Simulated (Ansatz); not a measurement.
`O[SiH2][SiH](O)O` and `O[SiH](O)[O][AlH2]` differ in one atom or group.

Ansatz, PBE0-D4/def2-TZVP geometries, multiplicity 1. Each molecule was computed in one conformer, which needn't be the lowest.

```tsv
property	`O[SiH2][SiH](O)O`
size of the dipole moment (ωB97M-V/def2-TZVPP) / D	2.11
LUMO energy (B3LYP/def2-TZVPP) / eV	-0.67
LUMO energy (PBE/def2-TZVPP) / eV	-1.31
HOMO energy (PBE0/def2-TZVPP) / eV	-7.71
HOMO energy (PBE/def2-TZVPP) / eV	-6.45
HOMO energy (B3LYP/def2-TZVPP) / eV	-7.53
```

(1) What does the change do to each property? (Estimate.)

Results:

(1) Ansatz gave: 
```json
{"property": "size of the dipole moment (ωB97M-V/def2-TZVPP) / D", "`O[SiH](O)[O][AlH2]`": "1.76", "shift": "-0.35"}
{"property": "LUMO energy (B3LYP/def2-TZVPP) / eV", "`O[SiH](O)[O][AlH2]`": "-1.42", "shift": "-0.75"}
{"property": "LUMO energy (PBE/def2-TZVPP) / eV", "`O[SiH](O)[O][AlH2]`": "-1.96", "shift": "-0.65"}
{"property": "HOMO energy (PBE0/def2-TZVPP) / eV", "`O[SiH](O)[O][AlH2]`": "-8.38", "shift": "-0.67"}
{"property": "HOMO energy (PBE/def2-TZVPP) / eV", "`O[SiH](O)[O][AlH2]`": "-7.00", "shift": "-0.55"}
{"property": "HOMO energy (B3LYP/def2-TZVPP) / eV", "`O[SiH](O)[O][AlH2]`": "-8.19", "shift": "-0.66"}
```

With PBE0 the HOMO falls by 0.67 eV and the LUMO falls by 0.74 eV, so the gap narrows by about 0.07 eV. PBE moves the HOMO by -0.55 eV and ωB97M-V by -0.82 eV. Dipoles are sizes alone; their direction can turn.

Positive LUMOs are unbound, so they and the gaps depend on the basis.

B3LYP here is the variant with VWN-RPA as its local correlation; programs differ in this.
